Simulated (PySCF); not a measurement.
Input of a run (PBE0-D3(BJ)/def2-SVP geometry optimisation, gas phase (PySCF 2.14.0)), started from a GFN2-xTB structure with every atom displaced at random (by about 0.01 Å):
```
{"job": {"xc": "PBE0", "basis": "def2-SVP", "d3": "d3bj", "grid": 1, "shake": 0.01, "kind": "geom"}, "charge": 0, "multiplicity": 1}
Si    -1.886170     0.060940     0.690120
Si    -0.085510     1.098590    -0.314200
C      1.126500    -0.182920    -0.969130
C      1.814690    -1.006920    -0.157750
Cl     1.535450    -0.990220     1.540320
Cl     2.912600    -2.206070    -0.667730
H     -3.154660     0.563900     0.105230
H     -1.956470     0.379740     2.115360
H     -1.895040    -1.365330     0.554290
H     -0.398750     1.905910    -1.490450
H      0.673510     1.975810     0.595050
H      1.353540    -0.261710    -2.010140
```

Output (energies in Eh, forces in Eh/bohr):
```
step   0  E = -1578.00827354  max force = 0.024197
step   1  E = -1578.01384228  max force = 0.007864
step   2  E = -1578.01401833  max force = 0.001705
step   3  E = -1578.01401965  max force = 0.003893
step   4  E = -1578.01406855  max force = 0.001164
step   5  E = -1578.01408701  max force = 0.000354
step   6  E = -1578.01411871  max force = 0.000451
step   7  E = -1578.01417149  max force = 0.001275
step   8  E = -1578.01424852  max force = 0.001062
step   9  E = -1578.01432778  max force = 0.000531
step  10  E = -1578.01434946  max force = 0.000375
step  11  E = -1578.01436129  max force = 0.000217
optimisation converged
```

**Question.** Summarise the run.

**Answer.** The energy falls by 0.166 eV over 12 energy and gradient evaluations, the largest force component goes from 0.0242 to 2.2e-04 Eh/bohr, and the atoms move by 0.218 Å rms after alignment. The bond that changes most is Si1–H9 (SiH3 silicon to Si–H hydrogen), which lengthens by 0.062 Å. Bonds longer at the end by more than 0.005 Å: 9 of 11; shorter: 1. Among the angles that change most is Si1–Si2–H10, from 115.6° to 110.3°. Among the dihedrals that turn most is H8–Si1–Si2–H11, from -3° to -27°. The energy never rose by more than 1e-6 Eh on the way. The first step brought 91 % of the lowering.

**Question.** What are the final bond lengths?

**Answer.** Si1–Si2 2.354 Å, Si2–C3 1.879 Å, C3=C4 1.335 Å, C4–Cl5 1.732 Å, C4–Cl6 1.722 Å, Si1–H7 1.497 Å, Si1–H8 1.493 Å, Si1–H9 1.495 Å, Si2–H10 1.495 Å, Si2–H11 1.496 Å, C3–H12 1.094 Å. Numbering counts from 1 in the input's order; the species is `[SiH3][SiH2]C=C(Cl)Cl`.

The run used 130 basis functions and 78 SCF cycles in all.

Whether it is a minimum is left open (no frequencies). One conformer, not necessarily the lowest.
